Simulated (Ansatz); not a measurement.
Program: Ansatz 0.2.0.

Basis-set series for `C[O][W](=[O])([Cl])([Cl])[Cl]`. Total charge 0; spin multiplicity 1. W: def2 effective core potential. Geometry: relaxed with PBE0-D4/def2-TZVP. It is one conformer, not always the lowest.

Cartesian coordinates in Å:
```
C -0.7464 -0.8008 -1.3532
O -0.2904 0.3384 -0.6813
W 0.5308 0.7859 0.9104
O 0.6528 2.4483 0.7482
Cl 1.4911 0.4718 2.9762
Cl -1.4706 0.2549 1.9282
Cl 2.4229 -0.2150 0.0482
H -1.1736 -0.4971 -2.3093
H 0.0921 -1.4852 -1.5205
H -1.5089 -1.3013 -0.7469
```

```json
{"functional": "PBE0-D4", "basis": "def2-TZVPP", "functions": "317", "energy (Eh)": "-1637.76586", "HOMO (eV)": "-8.70", "LUMO (eV)": "-3.88"}
{"functional": "PBE0-D4", "basis": "def2-QZVPP", "functions": "552", "energy (Eh)": "-1637.81756", "HOMO (eV)": "-8.72", "LUMO (eV)": "-3.90"}
{"functional": "ωB97M-V", "basis": "def2-TZVPP", "functions": "317", "energy (Eh)": "-1638.19872", "HOMO (eV)": "-10.92", "LUMO (eV)": "-1.86"}
{"functional": "ωB97M-V", "basis": "def2-QZVPP", "functions": "552", "energy (Eh)": "-1638.24806", "HOMO (eV)": "-10.94", "LUMO (eV)": "-1.90"}
```

**Question.** Give the rows for def2-SVP. (Estimate.)

**Answer.** The calculation gave: 
```tsv
functional	basis	functions	energy (Eh)	HOMO (eV)	LUMO (eV)
PBE0-D4	def2-SVP	143	-1637.03970	-8.68	-3.95
ωB97M-V	def2-SVP	143	-1637.47072	-10.85	-1.90
```
